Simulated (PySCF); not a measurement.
Question: What does the PBE0-D3(BJ)/def2-SVP structure of `[C@](C=C)(F)(OC)C(F)(F)F` look like in three dimensions?

Answer: 
```xyz
16
C5H6F4O angstrom
C      2.4116   -0.9819    0.3735
C      1.2522   -0.6303    0.9187
C      0.1356   -0.0095    0.1297
F      0.5662    0.3427   -1.1266
O     -0.2946    1.0831    0.8243
C     -1.2900    1.9112    0.2508
C     -0.9933   -1.0426   -0.1259
F     -1.5795   -1.3650    1.0253
F     -1.9276   -0.5612   -0.9458
F     -0.5052   -2.1491   -0.6748
H      2.5998   -0.8329   -0.6925
H      3.2082   -1.4218    0.9777
H      1.0354   -0.7668    1.9814
H     -1.1268    2.0441   -0.8285
H     -2.3008    1.5086    0.4211
H     -1.2032    2.8845    0.7499
```

Any rigid rotation of these coordinates is as good. Atoms count from 1 in this order. The C–F distances run from 1.328 Å (C7–F10, drawn single) to 1.374 Å (C3–F4, drawn single), a spread of 0.046 Å. Of the pairs four or more bonds apart, C6···F9 is among the closest relative to their van der Waals radii: 2.82 Å, 89 % of the sum of Bondi's values. The 3 C–C bonds span 1.329 Å (C1=C2, drawn double) to 1.551 Å (C3–C7, drawn single), a spread of 0.222 Å. The C–O distances run from 1.364 Å (C3–O5, drawn single) to 1.416 Å (O5–C6, drawn single), a spread of 0.052 Å.

Bonds between heavy atoms (Å): C1=C2 1.329, C2–C3 1.502, C3–F4 1.374, C3–O5 1.364, O5–C6 1.416, C3–C7 1.551, C7–F8 1.331, C7–F9 1.333, C7–F10 1.328.

Computed, not measured: PBE0-D3(BJ)/def2-SVP geometry optimisation, gas phase in PySCF 2.14.0.

Point group: C1 (no symmetry element, even within 0.4 Å). PBE0-D3(BJ)/def2-SVP frequencies: not computed here. The numbers are those of one conformer (C1–C2–C3–F4 -10°, C2–C3–O5–C6 176°).
